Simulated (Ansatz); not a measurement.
```yaml
crystal:
  periodic: [false, false, false]
  atoms:
    - {symbol: C, position_ang: [-2.858474, -0.867383, 1.709392]}
    - {symbol: Si, position_ang: [0.639706, -0.339270, 1.734663]}
    - {symbol: N, position_ang: [2.121093, -3.121814, 0.913470]}
    - {symbol: C, position_ang: [1.365703, 2.371663, -0.421954]}
    - {symbol: Al, position_ang: [-0.195191, 1.943915, -3.716686]}
    - {symbol: H, position_ang: [-3.406966, -2.290366, 3.099639]}
    - {symbol: H, position_ang: [-3.498419, -1.550393, -0.140073]}
    - {symbol: H, position_ang: [-3.887416, 0.876518, 2.121993]}
    - {symbol: H, position_ang: [1.522286, 0.217774, 4.351969]}
    - {symbol: H, position_ang: [1.846686, -3.904431, -0.801166]}
    - {symbol: H, position_ang: [3.890435, -3.456142, 1.527512]}
    - {symbol: H, position_ang: [3.427670, 2.462253, -0.619306]}
    - {symbol: H, position_ang: [0.728942, 4.145592, 0.436134]}
    - {symbol: H, position_ang: [0.533176, -0.442087, -5.400418]}
    - {symbol: H, position_ang: [-2.270425, 3.858363, -4.739424]}
basis:
  gaussian: {orbitals: STO-3G}
hamiltonian: {xc: {name: CAM-B3LYP}, dispersion: d3bjatm}
```

```sh
$ ansatz run in.yaml --threads 4 --pin off --events-out ev --progress --plain --max-ram 10444MiB
```

Output, abridged:

```
Functional definition: CAM-B3LYP
492 factors; integrals over basis functions are off by at most 3.6e-5 eV
246 factors; integrals over basis functions are off by at most 1.9e-6 eV
mean field evaluation 1: about -17878.1217 eV, gradient 5.8e1 eV
mean field evaluation 2: about -17617.1690 eV, gradient 1.5e2 eV
mean field evaluation 4: about -17547.4189 eV, gradient 8.0e1 eV
mean field evaluation 8: about -17912.5138 eV, gradient 5.6e0 eV
mean field evaluation 16: about -17913.0819 eV, gradient 1.9e-5 eV
mean field -17913.08189668 eV, -658.2936177799 hartree, gradient 2.0e-5 eV, S^2 0.000000; 4 other end points of the search recorded, 0 dependent functions left out
reference -17913.08210483 eV, -658.2936254295 hartree; 28, 28 occupied and 15, 15 virtual orbitals, 492 factors
Total energy: -17913.34300534 eV, -658.3032133464 hartree
```

Q: Something in this input is off. What?

A: The coordinates are in bohr but typed as ångström. The run converged. The result belongs to that input, not to the molecule as meant.
